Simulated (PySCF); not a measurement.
NbOF₃, SMILES [F][Nb](=[O])([F])[F], multiplicity 1.

Geometry optimised at B3LYP-D3(BJ)/def2-SVP. The spin state was assumed, not searched. The def2 effective core potentials stand for the cores of Nb; spin–orbit coupling is left out.

Two levels are set side by side: TDDFT-PBE/def2-SVPD (PySCF) and TDDFT-PBE0/def2-SVPD (PySCF). Vertical, same geometry. The lowest singlet is HOMO→LUMO 50 %, HOMO−1→LUMO+1 50 % with PBE and HOMO→LUMO 49 %, HOMO−1→LUMO+1 49 % with the other functional; states are paired by order. Differences are taken from unrounded values.

```
quantity                              TDDFT-PBE
------------------------------------  ---------
lowest singlet excitation (eV)             5.72
lowest triplet excitation (TDA) (eV)       5.29
```

Q: These are the TDDFT-PBE values. What does TDDFT-PBE0 give? (An estimate is asked for; the answer gives what the named calculation found.)

A: 
```
quantity                              TDDFT-PBE0  TDDFT-PBE minus TDDFT-PBE0
------------------------------------  ----------  --------------------------
lowest singlet excitation (eV)              6.09                       -0.37
lowest triplet excitation (TDA) (eV)        5.48                       -0.19
```

A lower first singlet is the usual sign of a functional without exact exchange. Differences between two approximate levels are no errors against the true value.

Rough cost on one machine, each run with all the roots and properties that it gave: TDDFT-PBE0 against TDDFT-PBE about 3 times.
